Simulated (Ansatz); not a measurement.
`C[Si](N)(Cl)Cl` + NH₃ → `N[Si](N)(Cl)Cl` + CH₄ at 600 K and 1 bar (ligand exchange at the Si–C bond).

Program: Ansatz. Geometries: PBE0-D4/def2-TZVP. ΔE: electronic, gas phase. CCSD(T)/CBS adds triple-zeta CCSD(T) − MP2 to the extrapolated MP2 energy (def2 sets, frozen cores). This one scheme is used for every species. Each species was taken in one conformer, which may not be the lowest.

```csv
species,CCSD(T)/CBS energy (Eh),H − E (kJ/mol),S (J/(mol·K))
`C[Si](N)(Cl)Cl`,-1304.56570,241.1,459.8
NH₃,-56.50880,112.4,219.5
`N[Si](N)(Cl)Cl`,-1320.63830,212.4,440.6
CH₄,-40.46206,140.4,215.7
```

H − E and S are ideal-gas, rigid-rotor, harmonic terms from PBE0-D4/def2-TZVP, for one conformer and one mirror image of each species. 1 Eh = 2625.50 kJ/mol, R = 8.31446 J/(mol·K).

Task: By hand: ΔE, ΔH, ΔS and ΔG.

Result: ΔE = (-1320.63830) + (-40.46206) − (-1304.56570) − (-56.50880) = -0.02586 Eh = -67.9 kJ/mol. Δ(H − E) = 212.4 + 140.4 − 241.1 − 112.4 = -0.7, so ΔH = -68.6 kJ/mol. ΔS = 440.6 + 215.7 − 459.8 − 219.5 = -23.0 J/(mol·K). ΔG = -68.6 − 600 × (-23.0)/1000 = -54.8 kJ/mol.

Task: By hand: the equilibrium constant, and the temperature at which ΔG would vanish if ΔH and ΔS stayed fixed.

Result: log₁₀ K = −ΔG/(RT ln 10) = 4.8. ΔG = 0 at ΔH/ΔS = 2983 K, far beyond where these terms or the molecules hold.

ΔH outweighs TΔS. A doubt of 5 kJ/mol in ΔE shifts log₁₀ K by 0.4 here. Other conformers and mirror images would add mixing entropy, several J/(mol·K) or more a flexible species. These are equilibria of isolated gas molecules and say nothing of rates. Largest T1 diagnostic: 0.009 (customary marks: 0.02 for closed shells, 0.045 for open ones).
